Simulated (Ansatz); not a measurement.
A search over several starts for the lowest SCF solution of GaCl₄, that is [GaCl4]- with one electron fewer at the given spin, in a small basis.

```yaml
crystal:
  periodic: [false, false, false]
  atoms:
    - {symbol: Ga, position_ang: [0.000025, 0.000002, 0.000002]}
    - {symbol: Cl, position_ang: [0.010604, -0.017511, 2.233212]}
    - {symbol: Cl, position_ang: [2.101994, 0.010623, -0.754368]}
    - {symbol: Cl, position_ang: [-1.060399, 1.826868, -0.725106]}
    - {symbol: Cl, position_ang: [-1.052224, -1.819983, -0.753730]}
basis:
  gaussian: {orbitals: def2-SVP}
magnetization: {spin_polarized: true, initial_magnetization: 1}
hamiltonian: {xc: pbe0, dispersion: d4}
output: {orbitals: {seedname: orbitals}}
```

```sh
$ ansatz run in.yaml --threads 4 --pin off --events-out ev --progress --plain --max-ram 3916MiB
```

Shortened log:

```
Functional definition: PBE0
951 factors; integrals over basis functions are off by at most 5.1e-4 eV
mean field evaluation 1: about -102425.0069 eV, gradient 1.7e1 eV
mean field evaluation 2: about -102423.2612 eV, gradient 2.6e1 eV
mean field evaluation 4: about -102426.0784 eV, gradient 1.8e0 eV
mean field evaluation 8: about -102426.1309 eV, gradient 2.8e-1 eV
mean field evaluation 16: about -102426.1319 eV, gradient 4.6e-3 eV
mean field evaluation 32: about -102426.1547 eV, gradient 1.6e-5 eV
mean field evaluation 64: about -102426.0958 eV, gradient 1.8e0 eV
mean field evaluation 96: about -102426.1380 eV, gradient 5.4e-1 eV
mean field evaluation 128: about -102425.9654 eV, gradient 1.9e0 eV
mean field evaluation 160: about -102425.9073 eV, gradient 1.7e0 eV
mean field -102426.15468856 eV, -3764.0917578634 hartree, gradient 3.3e-6 eV, S^2 0.753029; 20 other end points of the search recorded, 0 dependent functions left out
reference -102426.15471451 eV, -3764.0917588172 hartree; 50, 49 occupied and 54, 55 virtual orbitals, 951 factors
Total energy: -102426.36270912 eV, -3764.0994024780 hartree
```

It took 22 s on 4 threads of AMD EPYC 9B14 on a shared host.
